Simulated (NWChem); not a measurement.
# C₂H₇FOSi; SMILES O([SiH2]F)CC

```xyz
12

Si     0.5330     1.2056    -0.1095
F     -0.8178     2.0677     0.1487
O      0.3215    -0.3579     0.3526
C     -0.4864    -1.3182    -0.2968
C     -0.0610    -2.7054     0.1211
H      0.8073     1.2899    -1.5710
H      1.6100     1.7616     0.7403
H     -0.4065    -1.2085    -1.3960
H     -1.5454    -1.1461    -0.0329
H     -0.1524    -2.8236     1.2109
H     -0.6897    -3.4660    -0.3659
H      0.9877    -2.8897    -0.1559
```
Atoms are numbered in this order, from 1.

Program: NWChem. Pople sets run with spherical d functions. Medium grid unless said otherwise, to which SCAN and Minnesota functionals are sensitive. Coordinates come from a PBE0/def2-SVP optimisation. No frequency run checked for a minimum. Total energies of different functionals are on different scales.

```tsv
level	energy (Ha)	highest occupied level (eV)	orbital gap (eV)	dipole (D)
B3LYP/6-31G*	-545.0723	-8.08	9.12	1.65
PBE/6-31G*	-544.5987	-6.74	7.12	1.59
r2SCAN/6-31G*	-544.8887	-7.13	8.04	1.65
BP86/6-31G*	-545.0643	-6.86	7.27	1.59
CAM-B3LYP/6-31G*	-544.9595	-9.77	12.06	1.68
LDA (Slater exchange, PW92)/6-31G*	-541.9268	-6.82	6.98	1.65
r2SCAN0/6-31G*	-544.8599	-8.63	10.24	1.71
LC-BLYP (range parameter 0.33 per bohr)/6-31G*	-544.3087	-10.57	13.67	1.66
MPW1K/6-31G*	-544.9868	-9.57	11.46	1.74
PW6B95/6-31G*	-545.5957	-8.50	9.74	1.69
```
